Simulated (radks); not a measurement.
Results of a calculation; reference values are marked as such.
Question: All-electron atom: Ru4+ in [Ar] 3d10 4s2 4p5.75 4d4 5s0.25 (fractional occupations, a model configuration). Code: a radial shooting solver on a logarithmic mesh with Libxc functionals. Model: Dirac Kohn-Sham, BLYP, spin-unpolarised, spherical densities, finite nucleus; open shells are shared between the two j in proportion to 2j + 1; Fermi nuclear charge, rms radius 4.4809 fm. Some entries of the table are withheld. Estimate them.

orbital     occ.  eigenvalue (eV)  <1/r> (bohr^-1)  r(max) (bohr)
1s1/2          2        -21984.32            45.88        0.02171
2s1/2          2              (1)            10.49         0.1230
2p1/2          2              (2)            10.47        0.09546
2p3/2          4              (3)            9.922        0.09945
3s1/2          2        -609.5234            3.625         0.3617
3p1/2          2        -516.7658            3.528         0.3484
3p3/2          4        -494.5199            3.394         0.3580
3d3/2          4              (4)            3.218         0.2992
3d5/2          6              (5)            3.184         0.3019
4s1/2          2        -128.5439            1.377         0.9081
4p1/2    1.91667        -100.2538            1.267         0.9548
4p3/2    3.83333         -96.6121            1.228         0.9781
4d3/2        1.6         -53.3033           0.9723          1.133
4d5/2        2.4         -52.8340           0.9637          1.141
5s1/2       0.25              (6)           0.5566          2.185

Answer: 
(1) 2s1/2 eigenvalue (eV): -3207.574
(2) 2p1/2 eigenvalue (eV): -2968.441
(3) 2p3/2 eigenvalue (eV): -2837.443
(4) 3d3/2 eigenvalue (eV): -330.2681
(5) 3d5/2 eigenvalue (eV): -325.9297
(6) 5s1/2 eigenvalue (eV): -40.2269
